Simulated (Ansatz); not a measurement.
Worked example: the step energy

An elementary step of Si2H7OF, singlet (Si₂H₅F ([F][SiH2][SiH3]) + H₂O → Si₂H₆O ([OH][SiH2][SiH3]) + HF; Si–F, H–O broken or loosened, Si–O, F–H formed or tightened). “Start” and “end” are the PBE0-D4/def2-TZVP structures reached by relaxing down either side of its saddle point, with the molecules still in contact.

Program: Ansatz 0.2.0. Basis: def2-TZVPP and def2-QZVPP. Cores are frozen in the correlated methods.

Energies in eV:

| quantity | end | start |
| --- | --- | --- |
| Hartree–Fock, triple zeta (X = 3) | -20582.39037 | -20582.70076 |
| Hartree–Fock, quadruple zeta (X = 4) | -20583.11378 | -20583.43067 |
| MP2 correlation, X = 3 | -21.03948 | -20.94430 |
| MP2 correlation, X = 4 | -22.81863 | -22.72165 |
| CCSD(T) correlation, X = 3 | -22.98261 | -22.90818 |

(1) Work out the step energy at the basis limit: extrapolate Hartree–Fock as E(X) = E∞ + A exp(−7.88 √X) and the MP2 correlation as E(X) = E∞ + B X^−2.97 (the exponents that Neese and Valeev fitted for def2-TZVPP and QZVPP), then add CCSD(T) − MP2 in triple zeta.

T1 diagnostic: at most 0.013.

## Answers

(1) Each step is linear, so take the differences first (end − start): Hartree–Fock 0.31039 (X = 3) and 0.31689 (X = 4); MP2 correlation -0.09518 and -0.09698; CCSD(T) correlation -0.07443.
Two points give E∞ = E(4) + w [E(4) − E(3)], with w = 1/(exp(7.88 (2 − √3)) − 1) = 0.1377 for Hartree–Fock and w = 1/((4/3)^2.97 − 1) = 0.7407 for the correlation.
Hartree–Fock: 0.31689 + 0.1377 × 0.00650 = 0.3178 eV.
MP2 correlation: -0.09698 + 0.7407 × (-0.00180) = -0.0983 eV.
CCSD(T) − MP2: -0.07443 − (-0.09518) = 0.0208 eV.
Sum: 0.3178 + (-0.0983) + 0.0208 = 0.2403 eV, or 5.54 kcal/mol. Plain CCSD(T) in triple zeta gives 0.2360 eV, so the larger basis shifts the result by 0.0043 eV.

The step is the kind of ligand exchange by which a precursor binds to a hydroxyl group, or is hydrolysed, in atomic layer deposition of oxides.

Labels in which every atom is bracketed show which atoms are joined, not bond orders.

For scale, one of the runs: CCSD(T)/def2-TZVPP, 244 basis functions, launched by `ansatz run in.yaml --threads 4 --pin off --events-out ev --progress --plain --max-ram 9574MiB`. Hardware: 4 CPU threads of an Arm Neoverse V2, shared host. Wall time 96 s; peak host memory 4.7 GiB.
